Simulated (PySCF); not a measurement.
## From computed data to an observable: oscillator strength and radiative lifetime

Sb(Cl)(SiH3)2 (ClH6SbSi2), SMILES [SiH3][Sb]([SiH3])[Cl].

Coordinates come from a B3LYP-D3(BJ)/def2-SVP optimisation. The def2 effective core potentials stand for the cores of Sb; spin–orbit coupling is left out.

TDA-PBE/def2-SVPD in PySCF 2.14.0 puts the first singlet state with f over 0.02 at 5.01 eV (vertical), with the transition dipole (0.000, 0.000, -0.419) in atomic units.

Q: Find the oscillator strength, the wavelength and the radiative lifetime that this transition would have in vacuum if emission retraced absorption.

A: 
|μ|² = 0.1756 au, so |μ| = 1.06 D. ΔE = 5.01/27.211 = 0.1841 hartree. f = (2/3) ΔE |μ|² = 0.022 (the program prints 0.022).
λ = 1239.84/5.01 = 247 nm; ν = 40408 cm⁻¹.
Einstein's coefficient A = 0.6670 ν² f s⁻¹ (ν in cm⁻¹) = 2.3e7 s⁻¹, so τ = 1/A = 43 ns. This state is S4; the lower singlets have f = 0.004, 0.000, 0.007. The figure is the radiative limit of this one transition; relaxation, internal conversion, crossing to triplets and a medium change what is measured.
